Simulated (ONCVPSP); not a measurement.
## Pseudopotential generation for promethium (Pm): ONCV, PW91, non-relativistic.

| Property | Result |
| --- | --- |
| Element | Pm |
| Generator | ONCVPSP 4.0.1 |
| Type | optimised norm-conserving Vanderbilt (ONCV) |
| Functional | PW91 |
| Relativity | non-relativistic |
| Frozen core | [Kr] 4d10 |
| Valence charge | 15 |
| Reference configuration | 4f5 5s2 5p6 6s1 6p1 |
| Partial waves | 5s+6s: rc 2.20 bohr, ncon 4, nbas 7, qcut 6.7 1/bohr, 2 projectors; 5p+6p: rc 2.35 bohr, ncon 4, nbas 8, qcut 6.3 1/bohr, 2 projectors; d scattering state at 0.12 Ha: rc 2.40 bohr, ncon 5, nbas 8, qcut 3.9 1/bohr, 2 projectors, debl 1.9 Ha; 4f: rc 1.50 bohr, ncon 4, nbas 8, qcut 12.7 1/bohr, 2 projectors, debl 3.9 Ha |
| Local potential | polynomial inside 1.20 bohr (lpopt 5, dvloc0 0 Ha) |
| Core correction | Teter function, fcfact 2.75, rcfact 1.35 |

In the d channel the program set the typed energies aside and used 0.050, 1.950 Ha.

All-electron outer shells of the reference configuration (PW91, non-relativistic, ld1.x):

| shell | level (eV) | outermost node (bohr) | outermost maximum (bohr) |
| --- | --- | --- | --- |
| 4d | -126.32 | 0.29 | 0.60 |
| 5s | -38.41 | 0.74 | 1.37 |
| 5p | -23.29 | 0.77 | 1.49 |
| 4f | -6.38 | – | 0.62 |
| 6s | -3.92 | 1.84 | 3.91 |
| 6p | -1.84 | 2.13 | 5.02 |

Calculated quality:

```json
{
 "Cutoffs needed": "63 Ha and 69 Ha (the cutoffs (Ha) at which the residual kinetic energy of the hardest occupied pseudo-wave falls to 1 and 0.1 mHa per electron)",
 "Ghost test": "ghosts flagged at negative energy: s at -124.2 eV; GHOST(+) flagged for p at 86.0 eV; a true bound ghost makes a file unfit for plane-wave use",
 "Configuration tests": "tests left out (the all-electron energies of this program are off by 10 to 40 meV for near-neutral 4f atoms)",
 "rms error of d²Exc/dni dnj": "6.90 mHa without and 3.96 mHa with the model core"
}
```

Generation and tests took about 5.6 s on one core of a shared server CPU.
